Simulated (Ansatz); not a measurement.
`O=C=[N][GaH][Cl]` + `BS` → `B[S][GaH][Cl]` + `N=C=O` at 400 K and 1 bar (ligand exchange at a Ga–N bond).

Program: Ansatz. Geometries: PBE0-D4/def2-TZVP. ΔE: electronic, gas phase. CCSD(T)/CBS adds triple-zeta CCSD(T) − MP2 to the extrapolated MP2 energy (def2 sets, frozen cores). This one scheme is used for every species. For Ga outer-core shells are correlated without core-valence functions, which leaves a few kJ/mol of doubt a bond. Scalar relativity is left out up to krypton. One conformer a species, not always the lowest.

| species | CCSD(T)/CBS energy (Eh) | H − E (kJ/mol) | S (J/(mol·K)) |
| --- | --- | --- | --- |
| `O=C=[N][GaH][Cl]` | -2552.32599 | 85.2 | 376.7 |
| `BS` | -424.38198 | 95.9 | 260.4 |
| `B[S][GaH][Cl]` | -2808.18728 | 111.7 | 379.4 |
| `N=C=O` | -168.51995 | 72.4 | 252.4 |

H − E and S are ideal-gas, rigid-rotor, harmonic terms from PBE0-D4/def2-TZVP, for one conformer and one mirror image of each species. 1 Eh = 2625.50 kJ/mol, R = 8.31446 J/(mol·K).

Q: By hand: ΔE, ΔH, ΔS and ΔG.

A: ΔE = (-2808.18728) + (-168.51995) − (-2552.32599) − (-424.38198) = 0.00074 Eh = 1.9 kJ/mol. Δ(H − E) = 111.7 + 72.4 − 85.2 − 95.9 = 3.0, so ΔH = 4.9 kJ/mol. ΔS = 379.4 + 252.4 − 376.7 − 260.4 = -5.3 J/(mol·K). ΔG = 4.9 − 400 × (-5.3)/1000 = 7.0 kJ/mol.

Q: By hand: the equilibrium constant, and the temperature at which ΔG would vanish if ΔH and ΔS stayed fixed.

A: log₁₀ K = −ΔG/(RT ln 10) = -0.9. ΔH and −TΔS have one sign here, so there is no such temperature. One of them is within its doubt of zero, so this could turn.

TΔS isn't small against ΔH here. A doubt of 5 kJ/mol in ΔE shifts log₁₀ K by 0.7 here. Other conformers and mirror images would add mixing entropy, several J/(mol·K) or more a flexible species. Modes under 60 cm⁻¹, often nearly free rotors, make the harmonic entropy too high. These are equilibria of isolated gas molecules and say nothing of rates. Largest T1 diagnostic: 0.018 (customary marks: 0.02 for closed shells, 0.045 for open ones).
